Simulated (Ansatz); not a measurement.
Computed with Ansatz on PBE0-D4/def2-TZVP structures; ΔE is electronic, products minus reactants. CCSD(T)/CBS is the MP2 limit (def2-TZVPP, def2-QZVPP) plus CCSD(T) − MP2 in def2-TZVPP, frozen cores. This one scheme is used for every species. DFT in def2-TZVPP. One conformer a species, not always the lowest.

Reaction (ligand exchange at a B–Cl bond): `COB(F)Cl` + CH₃OH → `COB(F)OC` + HCl

CCSD(T)/CBS gives -11.2 kcal/mol.

Q: Another level gave -12.3 kcal/mol. Which?
A. CAM-B3LYP/def2-TZVPP
B. MP2/def2-TZVPP
C. revPBE/def2-TZVPP
D. PBE-D4/def2-TZVPP

A: A. CAM-B3LYP -12.3, MP2/def2-TZVPP -10.6, revPBE -7.8, PBE-D4 -8.9 kcal/mol.

Largest T1 diagnostic among the species: 0.012.

From BLYP to BHLYP (50 % exact exchange), in def2-TZVPP and without D4, ΔE moves by −2.3 kcal/mol. Leaving LDA and LC-ωPBE aside and taking each functional with its dispersion term where it has one, the values, not all of them listed here, spread over 3.9 kcal/mol, from BHLYP-D4 to revPBE-D4. LDA lies −2.4 kcal/mol from PBE without D4.
